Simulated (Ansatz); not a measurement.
Relaxation of CH7FSi2 (11 atoms, charge 0, multiplicity 1), to a largest force component of 0.03 eV/Å in at most 50 steps.

All numbers below come from RHF/6-31G* in Ansatz 0.2.0.

```xyz
11
Properties=species:S:1:pos:R:3:forces:R:3
Si 0.121 0.009 0.058 -0.26 0.01 -0.65
Si 0.987 -0.040 2.131 0.13 -0.09 1.60
H 0.107 -0.266 3.301 0.00 -0.01 0.00
H 1.989 -1.131 2.092 0.00 0.00 0.00
H 1.709 1.236 2.330 0.00 -0.01 0.00
H 1.452 0.219 -0.506 0.14 0.07 -0.92
F -0.793 1.294 -0.240 -0.04 -0.01 -0.01
C -0.737 -1.518 -0.615 -0.05 -0.03 -0.03
H -1.578 -1.819 0.004 0.02 0.05 -0.02
H -1.111 -1.344 -1.621 0.03 0.00 0.04
H -0.044 -2.354 -0.658 0.01 0.00 0.00
```

**Question.** Where does it end, and by what steps?

**Answer.** It converged. After 6 steps the energy has fallen by 0.270 eV; H6 moved furthest, 0.50 Å.

```tsv
step	energy less start (eV)	largest force component (eV/Å)	accepted
0	0.0000	1.601	yes
1	-0.1736	0.278	yes
2	-0.2225	0.242	yes
3	-0.2512	0.579	yes
4	-0.2261	0.755	no
5	-0.2685	0.179	yes
6	-0.2704	0.010	yes
```

```xyz
11
Properties=species:S:1:pos:R:3
Si 0.219 0.045 -0.043
Si 1.038 -0.064 2.157
H -0.055 -0.314 3.121
H 2.012 -1.174 2.262
H 1.720 1.193 2.529
H 1.329 0.303 -0.983
F -0.791 1.292 -0.148
C -0.701 -1.506 -0.570
H -1.531 -1.726 0.095
H -1.101 -1.394 -1.574
H -0.038 -2.367 -0.571
```

Whether the end is a true minimum wasn't checked by a vibrational analysis.

Time of the run: 15 s on 1 thread of Arm Neoverse V1, on a shared host, peak memory 0.15 GiB.
